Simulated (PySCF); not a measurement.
## C₆ coefficients of unlike pairs at PBE

Calculated with PySCF 2.14 from the dipole response of each species, C₆(A,B) = (3/π) ∫ α_A(iu) α_B(iu) du, in atomic units, from isotropic polarisabilities. For ions this is the dispersion term alone; charge-induced terms of lower order in 1/R come first.

```json
{"species": "Sb(3+)", "configuration": "[Kr] 4d10 5s2 (1S)", "basis": "aug-cc-pVTZ-PP with one added diffuse shell each of d, f type with ECP28MDF (6s5p5d3f)", "relativity": "core potential", "α (bohr³)": "10.17", "C₆ (like pair)": "43.85"}
{"species": "Ne(2+)", "configuration": "[He] 2s2 2p4 (3P)", "basis": "aug-cc-pCVQZ-DK (9s8p6d4f2g)", "relativity": "spin-free X2C", "α (bohr³)": "0.8710", "C₆ (like pair)": "1.107"}
{"species": "Xe(3+)", "configuration": "[Kr] 4d10 5s2 5p3 (4S)", "basis": "def2-TZVPPD with the def2 core potential (28 electrons) (7s6p4d2f)", "relativity": "core potential", "α (bohr³)": "9.399", "C₆ (like pair)": "55.16"}
{"species": "N", "configuration": "[He] 2s2 2p3 (4S)", "basis": "aug-cc-pwCVQZ (9s8p6d4f2g)", "relativity": "none", "α (bohr³)": "8.248", "C₆ (like pair)": "28.38"}
```

(1) Estimate C₆ for Ne(2+) with Sb(3+).

No spin-orbit coupling is included.

The other pairs:

```
          pair     C₆
     N, Ne(2+)  4.800
     N, Sb(3+)  35.25
Xe(3+), Sb(3+)  48.51
Xe(3+), Ne(2+)  7.269
     N, Xe(3+)  38.92
```

Results:

(1) The integral gives 6.043. The combination rule 2 C_A C_B / (C_A α_B/α_A + C_B α_A/α_B) gives 5.820 and the geometric mean 6.968.
